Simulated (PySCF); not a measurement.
# LiTl⁺ from Hartree–Fock to correlated methods

State: ²Σ⁺ (doublet), unpaired electrons σ ↑. Set-up: PySCF, scalar-relativistic core potentials, basis sets Li def2-SVP, Tl def2-SVP with ECP60. De refers to Li⁺ + Tl in their high-spin ground configurations, without counterpoise correction. The functionals are run spin-unrestricted. A positive dipole points towards Tl; it is taken about the centre of mass and depends on that origin.

| Level | Re (Å) | ωe (cm⁻¹) | De (eV) | μ (D) | CPU s a point (SCF and correlation, without the integrals) |
| --- | --- | --- | --- | --- | --- |
| UHF | 3.374 | 165 | n/a | -9.57 | 0.049 |
| UHF-MP2 | 3.320 | 173 | n/a | n/a | 0.079 |
| UHF-SCS-MP2 | 3.340 | 170 | n/a | n/a | n/a |
| UHF-CCSD | 3.321 | 174 | n/a | n/a | n/a |
| UHF-CCSD(T) | 3.317 | 175 | n/a | n/a | 1.3 |
| PBE | 3.376 | 155 | n/a | -9.09 | 0.32 |
| r²SCAN | 3.303 | 172 | n/a | -9.46 | 0.47 |
| M06-L | 3.322 | 174 | n/a | -9.19 | 0.5 |
| PBE0 | 3.317 | 165 | n/a | -9.20 | 0.5 |
| r²SCAN0 | 3.257 | 180 | n/a | -9.47 | 0.48 |
| HSE06 | 3.325 | 163 | n/a | -9.22 | 0.51 |
| BHandHLYP | 3.262 | 172 | n/a | -9.27 | 0.25 |

**Question.** What does a quarter of exact exchange do here, going from PBE to PBE0?

**Answer.** PBE0 less PBE: -5.9 pm in Re, +6.5 % in ωe. Exact exchange removes part of the self-interaction that spreads semilocal densities, and in most molecules shortens and stiffens the bond and lowers De; so it does here.

**Question.** What does the step from GGA to meta-GGA do here, going from PBE to r²SCAN?

**Answer.** r²SCAN less PBE: -7.3 pm in Re, +11.0 % in ωe. 

**Question.** What does a quarter of exact exchange do here, going from r²SCAN to r²SCAN0?

**Answer.** r²SCAN0 less r²SCAN: -4.6 pm in Re, +4.7 % in ωe. Exact exchange removes part of the self-interaction that spreads semilocal densities, and in most molecules shortens and stiffens the bond and lowers De; so it does here.

Correlated steps freeze 4 core orbitals. These are scalar-relativistic numbers at best; spin–orbit coupling would shift them, the dissociation energy most. The state is the lowest determinant that a PBE0 search found; another state may lie lower at other levels.

The whole job (state search and all levels along the bond) took about 1 min on 1 thread of Arm Neoverse V1 (shared host), peak memory 0.42 GiB.
